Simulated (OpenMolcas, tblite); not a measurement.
## A ladder of methods for CH6AlOSi (SMILES [CH3][Al][O][SiH3])

CH6AlOSi has 10 atoms, charge 0, and is taken as a doublet. As SMILES, `[CH3][Al][O][SiH3]`. The shape is that of a PBE0-D4/def2-TZVP optimisation. This is one conformer, not always the lowest.

Each level gives the vertical energy of the quartet above the doublet (eV). The values are calculated.

```tsv
level	kind	program	value (eV)	less CCSD(T)/def2-SVP	CPU time (all runs)
GFN2-xTB	semi-empirical	tblite	5.89	-0.09	under 2 s
UHF/def2-SVP	Hartree–Fock	OpenMolcas	5.16	-0.82	28 s
USVWN5/def2-SVP	LDA	OpenMolcas	5.74	-0.24	2.5 min
UPBE/def2-SVP	GGA	OpenMolcas	5.60	-0.38	2.9 min
U-r2SCAN/def2-SVP	meta-GGA	OpenMolcas	5.61	-0.37	4.4 min
UB3LYP/def2-SVP	global hybrid	OpenMolcas	5.98	0.00	3.6 min
UBHLYP/def2-SVP	global hybrid	OpenMolcas	6.11	+0.13	2.8 min
UPBE0/def2-SVP	global hybrid	OpenMolcas	5.90	-0.08	2.9 min
ROCCSD(T)/def2-SVP	coupled cluster or CI	OpenMolcas	5.98	0.00	2.9 min
```

Differences are taken from ROCCSD(T)/def2-SVP for orientation; it has basis-set and higher-order errors of its own. The values span 5.16 to 6.11 eV. The upper state's dipole differs much between rows, so they may not all be the same state. Times are those of the runs behind each value, whatever else they computed, on shared processors of several kinds: orders of magnitude only.
